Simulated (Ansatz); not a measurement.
One change: `O[SiH2][SiH]([SiH3])S` becomes `O[SiH2][SiH](O)[SiH3]`.

Ansatz, PBE0-D4/def2-TZVP geometries, multiplicity 1. Each molecule was computed in one conformer, which needn't be the lowest.

| property | `O[SiH2][SiH]([SiH3])S` |
| --- | --- |
| HOMO energy (PBE/def2-TZVPP) / eV | -6.05 |
| HOMO energy (B3LYP/def2-TZVPP) / eV | -6.99 |
| HOMO–LUMO gap (B3LYP/def2-TZVPP) / eV | 5.85 |
| LUMO energy (PBE/def2-TZVPP) / eV | -1.79 |
| LUMO energy (PBE0/def2-TZVPP) / eV | -0.97 |
| LUMO energy (B3LYP/def2-TZVPP) / eV | -1.14 |

Task: What does the change do to each property? (Best estimate.)

Result: Computed: 
```json
{"property": "HOMO energy (PBE/def2-TZVPP) / eV", "`O[SiH2][SiH](O)[SiH3]`": "-6.51", "shift": "-0.46"}
{"property": "HOMO energy (B3LYP/def2-TZVPP) / eV", "`O[SiH2][SiH](O)[SiH3]`": "-7.44", "shift": "-0.45"}
{"property": "HOMO–LUMO gap (B3LYP/def2-TZVPP) / eV", "`O[SiH2][SiH](O)[SiH3]`": "6.21", "shift": "0.36"}
{"property": "LUMO energy (PBE/def2-TZVPP) / eV", "`O[SiH2][SiH](O)[SiH3]`": "-1.88", "shift": "-0.09"}
{"property": "LUMO energy (PBE0/def2-TZVPP) / eV", "`O[SiH2][SiH](O)[SiH3]`": "-1.04", "shift": "-0.07"}
{"property": "LUMO energy (B3LYP/def2-TZVPP) / eV", "`O[SiH2][SiH](O)[SiH3]`": "-1.22", "shift": "-0.08"}
```

With PBE0 the HOMO falls by 0.40 eV and the LUMO falls by 0.07 eV, so the gap widens by about 0.33 eV. PBE moves the HOMO by -0.46 eV and ωB97M-V by -0.25 eV.

B3LYP here is the variant with VWN-RPA as its local correlation; programs differ in this.
